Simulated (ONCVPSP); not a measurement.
rhenium (Re): one change to an ONCV potential, before and after

```
Element                 : Re
Generator               : ONCVPSP 4.0.1
Type                    : optimised norm-conserving Vanderbilt (ONCV)
Functional              : LDA (Perdew-Wang 92)
Relativity              : scalar-relativistic
Frozen core             : [Kr] 4d10 4f14
Valence charge          : 15
Reference configuration : 5s2 5p6 5d5 6s1.5 (charge +0.5)
Partial waves           : 5s+6s: rc 1.65 bohr, ncon 4, nbas 8, qcut 8.6 1/bohr, 2 projectors; 5p: rc 2.05 bohr, ncon 5, nbas 10, qcut 5.6 1/bohr, 3 projectors, debl 3.5 Ha; 5d: rc 1.65 bohr, ncon 3, nbas 6, qcut 5.4 1/bohr, local; f scattering state at 0.42 Ha: rc 2.00 bohr, ncon 4, nbas 9, qcut 6.4 1/bohr, 2 projectors, debl 0.9 Ha
Local potential         : the d channel
Core correction         : Teter function, fcfact 3.5, rcfact 1.05
```

Change: core correction Teter function, fcfact 1.5, rcfact 1.05.

Cutoffs: the cutoffs (Ha) at which the residual kinetic energy of the hardest occupied pseudo-wave falls to 1 and 0.1 mHa per electron; they do not see the model core or the augmentation charge, which bear on the density cutoff. Errors are all-electron minus pseudo energies relative to the spin-unpolarised reference configuration.

Problem. How do hardness, ghosts and transferability respond?

Solution. The potential gets neither clearly harder nor softer (24 Ha and 39 Ha → 24 Ha and 39 Ha); the errors of the 4 common tests hardly move; neither file shows a bound ghost. A model core, the more so a compact one, raises the density cutoff, which this test does not measure.

| quantity | base | changed |
| --- | --- | --- |
| cutoff, loose | 24 Ha | 24 Ha |
| cutoff, tight | 39 Ha | 39 Ha |
| bound ghosts | none | none |
| GHOST(+) flags under 300 eV | none | none |
| error for 5s2 5p6 5d5 6s2, meV [ΔE -3.90 eV] | +1.3 | +1.3 |
| error for 5s2 5p6 5d5 6s1, meV [ΔE 5.61 eV] | -1.7 | -1.7 |
| error for 5s2 5p6 5d5 6s0, meV [ΔE 22.28 eV] | -6.3 | -6.0 |
| error for 5s2 5p6 5d4 6s2, meV [ΔE 6.29 eV] | +0.3 | +0.6 |
| s: phases at 1.68 bohr within 0.05 rad from the reference energy up to (Ha; the scan ends near 5) | to the end of the scan | to the end of the scan |
| p: phases at 2.08 bohr within 0.05 rad from the reference energy up to (Ha; the scan ends near 5) | to the end of the scan | to the end of the scan |
| d: phases at 1.68 bohr within 0.05 rad from the reference energy up to (Ha; the scan ends near 5) | 4.1 | 4.1 |
| f: phases at 2.03 bohr within 0.05 rad from the reference energy up to (Ha; the scan ends near 5) | 4.9 | 4.9 |
| rms error of d²Exc/dni dnj with the model core, mHa | 4.52 | 5.72 |
